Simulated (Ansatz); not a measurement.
InH2F. Total charge 0; singlet. Geometry PBE0-D4/def2-TZVP; atoms count from 1.

Cartesian coordinates in Å:
```
In 0.034 -0.086 -0.169
H 1.514 0.448 -0.820
H -1.233 -1.154 -0.560
F -0.315 0.792 1.549
```

In the def2 sets In takes a core potential; there is no spin–orbit coupling.

Question: Estimate the Mulliken populations from the PBE0/def2-TZVP orbitals of Ansatz.

Answer: 
```csv
atom,charge (e)
In1,0.65
H2,-0.07
H3,-0.07
F4,-0.51
```
Mulliken values and Mayer orders depend strongly on the basis.

Question: And the Mayer bond orders between bonded heavy atoms (over 0.3)?

Answer: In1–F4 0.80 (1.96 Å).
